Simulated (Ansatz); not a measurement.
ClH₅N₂Si (`N[SiH](N)Cl`), relaxed with RKS PBE0-D4/def2-TZVP in Ansatz from a GFN2-xTB geometry. The force threshold is 0.005 eV/Å; the program also tests the step.

The species carries charge 0 and has multiplicity 1.

Start:

```xyz
9

N    -1.412   -0.135   -0.225
Si    0.291   -0.201   -0.434
N     0.923    0.723    0.869
Cl    0.725   -2.187   -0.418
H    -1.999   -0.777   -0.730
H    -1.855    0.764   -0.143
H     0.883    0.357   -1.645
H     1.917    0.859    0.937
H     0.528    0.598    1.788
```

Task: By how much does the energy fall, and how many steps does the optimiser take? (Estimate.)

Result: Computed: 0.05 eV, in 7 steps, 1 of them rejected.

Task: Which bonds change most? (Best estimate.)

Result: Ansatz gave: Si2–Cl4 from 2.033 to 2.073 Å; Si2–H7 from 1.459 to 1.481 Å; Si2–N3 from 1.718 to 1.697 Å; N1–Si2 from 1.717 to 1.699 Å.

Task: Give the relaxed structure. (Estimate.)

Result: The calculation gave: 
```xyz
9

N    -1.418   -0.102   -0.287
Si    0.275   -0.187   -0.397
N     0.926    0.687    0.904
Cl    0.668   -2.222   -0.441
H    -2.002   -0.816   -0.687
H    -1.887    0.784   -0.202
H     0.938    0.344   -1.611
H     1.882    1.002    0.876
H     0.617    0.509    1.846
```
